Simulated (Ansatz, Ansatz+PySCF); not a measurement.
```xyz
2

Mn    0.0000    0.0000    0.0000
O     0.0000    0.0000    1.7118
```

Basis set: def2-SVP (spherical functions). Frozen core: 6 orbitals. Correlation on ROHF uses semicanonical orbitals with singles. Charge 0, multiplicity 6.

Computed with Ansatz (development build ahead of 0.2.0); each method stands on the lowest determinant of its kind that the runs found. Restricted functionals stand beside restricted open-shell atoms, which can lie above the unrestricted atoms usual in DFT and then raise those values.

The atomization energy at this shape (free ground-state atoms in the same class of orbitals less the molecule, no zero-point energy) of sextet MnO:

```json
{"method": "r²SCAN (unrestricted)", "atomization energy": "101.81 kcal/mol"}
{"method": "ωB97X (unrestricted)", "atomization energy": "69.92 kcal/mol"}
{"method": "ωB97X (restricted open-shell)", "atomization energy": "67.94 kcal/mol"}
{"method": "r²SCAN (restricted open-shell)", "atomization energy": "98.77 kcal/mol"}
{"method": "PBE0 (unrestricted)", "atomization energy": "81.98 kcal/mol"}
{"method": "PBE (restricted open-shell)", "atomization energy": "114.36 kcal/mol"}
{"method": "PBE0 (restricted open-shell)", "atomization energy": "76.17 kcal/mol"}
{"method": "ROHF-MP2", "atomization energy": "60.75 kcal/mol"}
{"method": "UHF-MP2", "atomization energy": "45.90 kcal/mol"}
{"method": "UHF", "atomization energy": "16.44 kcal/mol"}
{"method": "ROHF", "atomization energy": "-32.97 kcal/mol"}
```

Task: What does PBE (unrestricted) give?

Result: 115.71 kcal/mol. Caution: another spin multiplicity may lie lower. Caution for r²SCAN (unrestricted), PBE0 (unrestricted): the unrestricted determinant is spin contaminated. Caution for ROHF-MP2, ROHF: an unrestricted determinant lies well below. Caution for UHF-MP2, UHF: the unrestricted determinant is a mixture of spin states. Caution for ROHF: the molecule lies well above its atoms at this level.
